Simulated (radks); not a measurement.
Pm LII, 10 electrons, occupied as [Ne]. Calculated with a radial shooting solver on a logarithmic mesh with Libxc functionals: scalar-relativistic Kohn-Sham, LB94 model potential, spin-polarised, spherical densities, finite nucleus; Fermi nuclear charge, rms radius 4.962 fm.

Normalised radial functions P(r) = r R(r), r in bohr:

```
   r/bohr * 1s (the largest magnitude, 5.86, reaches the edge; | marks zero)
 0.001759 |                 *
 0.002131 |                    *
 0.002582 |                       *
 0.003129 |                           *
 0.003761 |                               *
 0.004557 |                                   *
 0.005521 |                                       *
  0.00669 |                                           *
 0.008106 |                                               *
 0.009822 |                                                   *
  0.01181 |                                                     *
  0.01431 |                                                      *
  0.01733 |                                                     *
    0.021 |                                                   *
  0.02545 |                                              *
  0.03059 |                                        *
  0.03706 |                                *
  0.04491 |                       *
  0.05441 |               *
  0.06593 |         *
  0.07925 |    *
  0.09603 | *
   0.1164 |*
    0.141 *
   0.1708 *
   0.2053 *
   0.2488 *
   0.3015 *
```

1s: eigenvalue -49066 eV, 0 radial nodes, <r> = 0.0231 bohr, 90 % of the charge inside 0.0417 bohr.
